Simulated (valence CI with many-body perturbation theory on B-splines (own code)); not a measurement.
## Which ion has this spectrum?

A relativistic CI+MBPT calculation for an atom or ion with 15 electrons gives these levels (× 10³ cm⁻¹):

```csv
J,Parity,E,g
3/2,odd,0.00,1.35
3/2,even,1692.1,0.78
3/2,odd,1949.1,1.45
5/2,odd,2037.4,1.19
1/2,odd,2150.2,0.65
5/2,even,2255.5,1.20
5/2,even,3209.3,1.46
3/2,even,3432.6,1.15
1/2,even,3440.9,2.07
5/2,even,3624.6,0.96
3/2,even,3647.4,0.91
1/2,even,3647.4,0.21
7/2,even,3715.5,1.03
5/2,even,3932.9,1.17
```

The energies are calculated, and their last digits are not significant.

(1) Which is it?
A. Hf57+
B. Dy51+
C. Tm54+
D. Er53+

Answers

(1) C. Tm54+, ground level (3s^2 3p1/2^2 3p3/2) J=3/2.
